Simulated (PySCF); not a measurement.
Give a PBE0-D3(BJ)/def2-SVP geometry of `[SiH3]O/C=C\I`.

```xyz
10
C2H5IOSi angstrom
Si     1.627   -0.478   -0.163
O      0.019   -0.977   -0.089
C     -1.190   -0.469    0.121
C     -1.611    0.801    0.160
I     -0.427    2.495   -0.124
H      2.377   -1.763   -0.204
H      1.902    0.300   -1.402
H      2.005    0.291    1.054
H     -1.948   -1.249    0.275
H     -2.662    1.018    0.346
```

Orientation and origin are arbitrary. Atoms count from 1 in this order. Of the pairs four or more bonds apart, Si1···I5 is among the closest relative to their van der Waals radii: 3.61 Å, 89 % of the sum of Bondi's values. Si1 (oxygen-bound silicon) is distorted tetrahedral (angles from 103.1° to 111.6°).

Bonds between heavy atoms (Å): Si1–O2 1.685, O2–C3 1.329, C3=C4 1.338, C4–I5 2.086.

Computed with PBE0-D3(BJ)/def2-SVP geometry optimisation, gas phase, def2 core potentials past Kr in PySCF.

Point group: near Cs, missed by 0.30 Å at most; the miss may be what the optimiser left on a soft mode. Not checked by PBE0-D3(BJ)/def2-SVP frequencies. One conformer, not necessarily the lowest (Si1–O2–C3–C4 13°).

Time: 75 s; peak memory 0.49 GiB. Hardware: Arm Neoverse N1, one thread, on a shared host. This is the geometry optimisation.
